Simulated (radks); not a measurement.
Question: Species: Mg III. Configuration: [Ne]. Method: non-relativistic Kohn-Sham, Slater X-alpha with alpha = 0.667, spin-polarised, spherical densities, point nucleus; computed with a radial shooting solver on a logarithmic mesh with Libxc functionals. Some entries of the table are withheld. Estimate them.

orbital,occ.,eigenvalue (eV),<1/r> (bohr^-1),<r> (bohr)
1s,2,-1269.109,(1),0.1314
2s,2,-97.2099,2.088,0.7010
2p,6,-64.9407,1.960,(2)

Answer: 
(1) 1s <1/r> (bohr^-1): 11.54
(2) 2p <r> (bohr): 0.6865
